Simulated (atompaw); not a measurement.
**What one change does to a pseudopotential (aluminium, PAW (atompaw))**

- Element: Al (Z = 13)
- Generator: atompaw 4.2.0.5
- Type: PAW
- Functional: PBE
- Relativity: scalar-relativistic
- Frozen core: [Ne]
- Valence charge: 3
- Reference configuration: 3s2 3p1
- Partial waves: 3s (bound): rc 2.20 bohr; 3s channel at 2.9 Ry: rc 2.65 bohr; 3p (bound): rc 2.65 bohr; 3p channel at 0.15 Ry: rc 2.65 bohr
- Local potential: troulliermartins scheme with l = 2 at 0 Ry, radius 2.35 bohr
- Core correction: smooth core density matched at 2.55 bohr
- Augmentation charge: sinc compensation charge, radius 2.10 bohr; PAW radius 2.65 bohr; waves and projectors: custom rrkj vanderbiltortho

All-electron outer shells of the reference configuration (PBE, scalar-relativistic, ld1.x):

```
shell  level (eV)  outermost node (bohr)  outermost maximum (bohr)
   2s     -108.17                   0.16                      0.50
   2p      -69.64                      –                      0.43
   3s       -7.75                   0.80                      2.09
   3p       -2.71                   0.82                      2.64
```

Change: wave 3s (bound): rc 2.20 bohr becomes 3s (bound): rc 1.72 bohr.

Cutoffs: the cutoffs (Ry, on a coarse ladder) from which the occupation-weighted sum of valence levels, in a spherical-Bessel basis at the reference potential, stays within 10 and 1 mRy of its value at 400 Ry; they do not see the model core or the augmentation charge, which bear on the density cutoff.

Problem. What does the change do?

Solution. The potential gets harder (6 Ry and 8 Ry → 10 Ry and 15 Ry); the range in which the s phases agree narrows (upper end at the end of the scan → 3.8); neither file shows a bound ghost.

```csv
quantity,base,changed
"cutoff, loose",6 Ry,10 Ry
"cutoff, tight",8 Ry,15 Ry
loose cutoff by channel (10 mRy a level),"s 6 Ry, p 6 Ry","s 8 Ry, p 6 Ry"
bound ghosts,none,none
s: phases at 2.65 bohr within 0.05 rad from the reference energy up to (Ry; the scan ends near 5),to the end of the scan,3.8
p: phases at 2.65 bohr within 0.05 rad from the reference energy up to (Ry; the scan ends near 5),3.2,3.2
lowest overlap eigenvalue by channel,"s 0.77, p 0.81","s 0.79, p 0.81"
```

 The cutoffs see the waves, projectors and local potential, not the compensation charge or the core.
